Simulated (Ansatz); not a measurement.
Consider the ligand exchange at a Ga–Cl bond: `[Cl][Ga]([Cl])[Cl]` + `O[SiH3]` → `[SiH3][O][Ga]([Cl])[Cl]` + HCl.

Calculated with Ansatz (gas phase, PBE0-D4/def2-TZVP geometries, no zero-point term in ΔE). CCSD(T)/CBS adds triple-zeta CCSD(T) − MP2 to the extrapolated MP2 energy (def2 sets, frozen cores). This one scheme is used for every species. Functionals use def2-TZVPP. B3LYP here is the variant with VWN-RPA as its local correlation; programs differ in this. HSE06 is defined as in plane-wave codes. For Ga outer-core shells are correlated without core-valence functions, which leaves a few kJ/mol of doubt a bond. Scalar relativity is left out up to krypton. One conformer a species, not always the lowest.

```tsv
level	ΔE (kJ/mol)	difference from CCSD(T)/CBS
LDA (SPW92)	44.2	6.0
PBE-D4	45.8	7.6
revPBE-D4	44.9	6.7
BLYP-D4	39.1	0.9
r2SCAN-D4	43.8	5.6
B97M-V	44.4	6.2
PBE0-D4	46.8	8.6
B3LYP-D4	40.5	2.3
r2SCANh-D4	44.5	6.3
r2SCAN0-D4	45.5	7.3
HSE06-D4	47.1	8.9
BHLYP-D4	40.7	2.5
CAM-B3LYP-D4	37.9	-0.3
ωB97X-V	41.2	3.0
ωB97M-V	43.9	5.7
B2PLYP	40.7	2.5
PBE	48.9	10.7
revPBE	50.5	12.3
BLYP	44.8	6.6
r2SCAN	45.0	6.8
PBE0	49.8	11.6
B3LYP	45.4	7.2
r2SCANh	45.8	7.6
r2SCAN0	46.8	8.6
HSE06	50.0	11.8
BHLYP	45.3	7.1
CAM-B3LYP	41.1	2.9
RPA@PBE/def2-TZVPP	30.6	-7.6
CCSD/def2-SVP	30.7	-7.5
HF/def2-TZVPP	45.3	7.1
MP2/def2-TZVPP	36.0	-2.2
SCS-MP2/def2-TZVPP	34.2	-4.0
CCSD/def2-TZVPP	34.9	-3.3
CCSD(T)/def2-TZVPP	34.2	-4.0
HF/def2-QZVPP	43.0	4.8
MP2/def2-QZVPP	37.5	-0.7
SCS-MP2/def2-QZVPP	35.7	-2.5
HF/CBS(def2)	42.7	4.5
MP2/CBS(def2)	40.0	1.8
CCSD/CBS(def2)	38.8	0.6
CCSD(T)/CBS	38.2	0
```

Largest T1 diagnostic among the species: 0.012.

The D4 term adds −4.9 kJ/mol with B3LYP and −3.0 kJ/mol with PBE0; it sums over pairs of atoms, weighted by their polarisabilities, and B3LYP, whose exchange is more repulsive, gets the larger term. At CCSD(T), def2-SVP lies −8.1 kJ/mol from the extrapolated value and def2-TZVPP −4.0 kJ/mol. In def2-TZVPP, CCSD(T) changes the Hartree–Fock value by −11.1 kJ/mol (the triples alone add −0.6 kJ/mol) and MP2 by −9.3 kJ/mol.
